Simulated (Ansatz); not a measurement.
`O[SiH]1CS[SiH2]1` → `O[Si]1(S)C[SiH2]1`  (isomerisation)

Computed with Ansatz on PBE0-D4/def2-TZVP structures; ΔE is electronic, products minus reactants. CCSD(T)/CBS is the MP2 limit (def2-TZVPP, def2-QZVPP) plus CCSD(T) − MP2 in def2-TZVPP, frozen cores. DFT in def2-TZVPP. B3LYP here is the variant with VWN-RPA as its local correlation; programs differ in this. One conformer a species, not always the lowest.

```json
{"level": "PBE-D4", "ΔE (kcal/mol)": "9.3", "difference from CCSD(T)/CBS": "-2.0"}
{"level": "r2SCAN-D4", "ΔE (kcal/mol)": "8.5", "difference from CCSD(T)/CBS": "-2.8"}
{"level": "PBE0-D4", "ΔE (kcal/mol)": "10.4", "difference from CCSD(T)/CBS": "-0.9"}
{"level": "ωB97X-V", "ΔE (kcal/mol)": "11.3", "difference from CCSD(T)/CBS": "0.0"}
{"level": "PBE", "ΔE (kcal/mol)": "8.8", "difference from CCSD(T)/CBS": "-2.5"}
{"level": "PBE0", "ΔE (kcal/mol)": "10.1", "difference from CCSD(T)/CBS": "-1.2"}
{"level": "B3LYP", "ΔE (kcal/mol)": "9.6", "difference from CCSD(T)/CBS": "-1.7"}
{"level": "MP2/def2-TZVPP", "ΔE (kcal/mol)": "10.7", "difference from CCSD(T)/CBS": "-0.6"}
{"level": "SCS-MP2/def2-TZVPP", "ΔE (kcal/mol)": "11.6", "difference from CCSD(T)/CBS": "0.3"}
{"level": "CCSD/def2-TZVPP", "ΔE (kcal/mol)": "10.8", "difference from CCSD(T)/CBS": "-0.5"}
{"level": "CCSD(T)/def2-TZVPP", "ΔE (kcal/mol)": "10.5", "difference from CCSD(T)/CBS": "-0.8"}
{"level": "MP2/def2-QZVPP", "ΔE (kcal/mol)": "11.1", "difference from CCSD(T)/CBS": "-0.2"}
{"level": "SCS-MP2/def2-QZVPP", "ΔE (kcal/mol)": "12.0", "difference from CCSD(T)/CBS": "0.7"}
{"level": "HF/CBS(def2)", "ΔE (kcal/mol)": "13.2", "difference from CCSD(T)/CBS": "1.9"}
{"level": "MP2/CBS(def2)", "ΔE (kcal/mol)": "11.4", "difference from CCSD(T)/CBS": "0.1"}
{"level": "CCSD/CBS(def2)", "ΔE (kcal/mol)": "11.5", "difference from CCSD(T)/CBS": "0.2"}
{"level": "CCSD(T)/CBS", "ΔE (kcal/mol)": "11.3", "difference from CCSD(T)/CBS": "0"}
```

Largest T1 diagnostic among the species: 0.013.

From PBE to PBE0 (25 % exact exchange), in def2-TZVPP and without D4, ΔE moves by +1.3 kcal/mol. In def2-TZVPP, CCSD(T) changes the Hartree–Fock value by −2.6 kcal/mol (the triples alone add −0.2 kcal/mol) and MP2 by −2.5 kcal/mol. The D4 term adds +0.8 kcal/mol with B3LYP and +0.3 kcal/mol with PBE0; it sums over pairs of atoms, weighted by their polarisabilities, and B3LYP, whose exchange is more repulsive, gets the larger term.
